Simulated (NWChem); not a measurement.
System: CH₂NO cation; SMILES [NH2+]=C=O

Computed with NWChem. Pople sets run with spherical d functions. The geometry was optimised at PBE0/def2-SVP. Level: PBE/6-31G* with SMD (1 M gas to 1 M solution), gas-phase geometry. Reactions with the solvent are ignored.

Problem. What does the run give for solvent chlorobenzene? Quantities: solvation free energy (kcal/mol); cavity-dispersion-structure term (kcal/mol).

Solution. 
- solvation free energy (kcal/mol) = -63.5
- cavity-dispersion-structure term (kcal/mol) = 0.8
